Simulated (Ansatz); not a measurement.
Total energies of N-butyl-N-methylpyrrolidinium iodide (C9H20IN) from Ansatz at PBE0-D4/def2-SVP, gas phase (1 Eh = 27.2114 eV = 2625.5 kJ/mol). The reference geometry is relaxed at PBE0-D4/def2-SVP.

```json
{"state": "charge 0 singlet", "geometry": "reference", "energy (Eh)": "-706.69868"}
{"state": "charge 1 doublet", "geometry": "reference", "energy (Eh)": "-706.44611"}
{"state": "charge -1 doublet", "geometry": "reference", "energy (Eh)": "-706.63895"}
{"state": "charge -1 doublet", "geometry": "relaxed at PBE0-D4/def2-SVP", "energy (Eh)": "-706.64771"}
{"state": "free C atom (triplet)", "geometry": "–", "energy (Eh)": "-37.76066"}
{"state": "free N atom (quartet)", "geometry": "–", "energy (Eh)": "-54.47898"}
{"state": "free H atom (doublet)", "geometry": "–", "energy (Eh)": "-0.50029"}
{"state": "free I atom (doublet)", "geometry": "–", "energy (Eh)": "-297.68435"}
```

In the def2 sets I takes a core potential; there is no spin–orbit coupling.

(1) Work out the vertical ionisation energy to the doublet.

(2) Work out the vertical electron affinity, to the doublet.

(3) Give the fundamental gap IE − EA, the Mulliken electronegativity (IE + EA)/2 and the hardness (IE − EA)/2.

(4) How much does the charge -1 doublet relax, and what is the adiabatic electron affinity?

(5) What is the binding energy per atom against free atoms?

(1) E(charge 1 doublet) − E(charge 0 singlet) = -706.44611 − (-706.69868) = 0.25257 Eh = 6.87 eV. For comparison, −ε of the highest occupied level is 4.63 eV at this level, 2.24 eV less.

(2) E(charge 0 singlet) − E(charge -1 doublet) = -706.69868 − (-706.63895) = -0.05973 Eh = -1.63 eV; negative, so the extra electron isn't bound. The basis lacks diffuse functions, which makes affinities too small.

(3) From the values in Eh: IE − EA = 0.25257 − (-0.05973) = 0.31230 Eh = 8.50 eV; (IE + EA)/2 = 2.62 eV; (IE − EA)/2 = 4.25 eV. The HOMO–LUMO gap of the same run is 4.97 eV, 3.53 eV smaller than the fundamental gap.

(4) Relaxation: -706.63895 − (-706.64771) = 0.00876 Eh = 0.24 eV. Adiabatic electron affinity: -0.05097 Eh = -1.39 eV, without zero-point energy. 

(5) Atoms: 9 × (-37.76066) + 1 × (-54.47898) + 20 × (-0.50029) + 1 × (-297.68435) = -702.01507 Eh. Binding: -702.01507 − (-706.69868) = 4.68361 Eh = 127.45 eV, or 4.11 eV for each of 31 atoms (no zero-point energy, no counterpoise term).

At PBE0-D4/def2-SVP the highest occupied level of the charge -1 doublet lies above zero (up to 2.99 eV). By energy differences it is unbound by 1.63 eV (vertical, against the charge 0 singlet, at PBE0-D4/def2-SVP) and held by the finite basis. At PBE0-D4/def2-SVP the highest occupied level of the relaxed charge -1 doublet lies above zero (up to 2.43 eV). By energy differences it is unbound by 1.39 eV (each at its own geometry, against the charge 0 singlet, at PBE0-D4/def2-SVP) and held by the finite basis.
